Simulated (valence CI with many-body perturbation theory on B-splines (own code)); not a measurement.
# Missing levels of La³⁶⁺

Method: valence CI with perturbative core correlation (CI+MBPT): three valence electrons over a frozen Dirac-Fock core [Ar], a basis of 9 s, 9 p, 10 d, 8 f, 5 g, 3 h, 1 i functions for each j, with the one-electron correlation potential Σ1, the two-electron term Σ2, the three-electron term Σ3, Breit, model QED; selected CI, second order for the rest (own B-spline code, finite nucleus).

No measured spectrum was set against this ion. As an estimate, large intervals hold to a few tenths of a per cent, small ones and those within an open d or f shell to about a per cent. Only levels of the ground parity were solved; by the run's estimate the other parity begins above the list, which can be wrong where configurations are misplaced.

| Level | E (cm⁻¹) |
| --- | --- |
| (3d3/2^3) J=3/2 | 0 |
| (3d3/2^2 3d5/2) J=5/2 [a] | ? |
| (3d3/2^2 3d5/2) J=3/2 | 168140 |
| (3d3/2^2 3d5/2) J=7/2 | ? |
| (3d3/2^2 3d5/2) J=9/2 | ? |
| (3d3/2^2 3d5/2) J=1/2 | 194290 |
| (3d3/2^2 3d5/2) J=5/2 [b] | ? |
| (3d3/2 3d5/2^2) J=7/2 [a] | ? |
| (3d3/2 3d5/2^2) J=9/2 | 324160 |
| (3d3/2 3d5/2^2) J=3/2 [a] | 354360 |
| (3d3/2 3d5/2^2) J=1/2 | 369520 |
| (3d3/2 3d5/2^2) J=11/2 | 382760 |
| (3d3/2 3d5/2^2) J=5/2 [a] | 400610 |
| (3d3/2 3d5/2^2) J=5/2 [b] | 422000 |
| (3d3/2 3d5/2^2) J=7/2 [b] | ? |
| (3d5/2^3) J=9/2 | 498860 |
| (3d3/2 3d5/2^2) J=3/2 [b] | 507800 |
| (3d5/2^3) J=3/2 | 608040 |
| (3d5/2^3) J=5/2 | 648070 |

Levels are named by their leading jj configuration (3d3/2^4 stands for four electrons in 3d with j = 3/2), which in mixed levels can hold well under half, so a name can repeat and another be missing. Letters in brackets count levels of one name in rising energy.

Question: The levels stand in rising order. What does the calculation give for the missing energies?

Answer: (3d3/2^2 3d5/2) J=5/2 [a] 123970; (3d3/2^2 3d5/2) J=7/2 173990; (3d3/2^2 3d5/2) J=9/2 185320; (3d3/2^2 3d5/2) J=5/2 [b] 293690; (3d3/2 3d5/2^2) J=7/2 [a] 305930; (3d3/2 3d5/2^2) J=7/2 [b] 439560.
